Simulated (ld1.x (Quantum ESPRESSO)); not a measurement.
# Scattering properties, TM potential for helium

He, norm-conserving Troullier–Martins (Kleinman–Bylander form), made with ld1.x (Quantum ESPRESSO) 7.5 (BP86, non-relativistic). Core none, reference 1s2. Waves: 1s (bound): rc 0.80 bohr; 2p channel at 0.45 Ry: rc 0.85 bohr. Local part: all-electron potential smoothed inside 0.70 bohr (lloc = -1). Core correction: none.

The phase is arctan(r·u′/u) with u = r·R(r), unwrapped; energies in Ry, scanned from -3 to 5 Ry. A pole is an energy at which the radial function vanishes at the test radius. The pseudo phase is shifted by a multiple of π to meet the all-electron one at the reference energy, and phase errors are pseudo minus all-electron; the curves can meet again beyond the range given. Levels narrower than the energy grid can be missing from the lists of poles.

Task: For each channel, where are the poles, and over which energies does the pseudopotential scatter like the atom?

Result:

```tsv
channel	radius (bohr)	reference energy (Ry)	poles, all-electron	poles, pseudo	unbroken range about the reference energy with phases within 0.05 rad	phase error 1 Ry above the reference energy (rad)
s	0.95	-1.17	2.99	3.02	the whole range	+0.000
p	0.95	0.45	none	none	the whole range	+0.000
```

Phases in the s channel:

```csv
E (Ry),all-electron,pseudo
-3.00,0.552,0.553
-2.76,0.461,0.462
-2.52,0.354,0.355
-2.28,0.230,0.230
-2.04,0.088,0.088
-1.80,-0.070,-0.069
-1.56,-0.236,-0.236
-1.32,-0.404,-0.404
-1.08,-0.564,-0.564
-0.84,-0.709,-0.709
-0.60,-0.838,-0.838
-0.36,-0.949,-0.949
-0.12,-1.044,-1.043
0.12,-1.124,-1.124
0.36,-1.193,-1.193
0.60,-1.252,-1.252
0.84,-1.304,-1.303
1.08,-1.348,-1.347
1.32,-1.388,-1.387
1.56,-1.422,-1.421
1.80,-1.454,-1.452
2.04,-1.482,-1.480
2.28,-1.507,-1.505
2.52,-1.530,-1.528
2.76,-1.552,-1.550
3.00,-1.571,-1.569
3.24,-1.590,-1.588
3.48,-1.607,-1.605
3.72,-1.624,-1.621
3.96,-1.639,-1.636
4.20,-1.654,-1.651
4.44,-1.668,-1.665
4.68,-1.682,-1.679
4.92,-1.695,-1.692
```
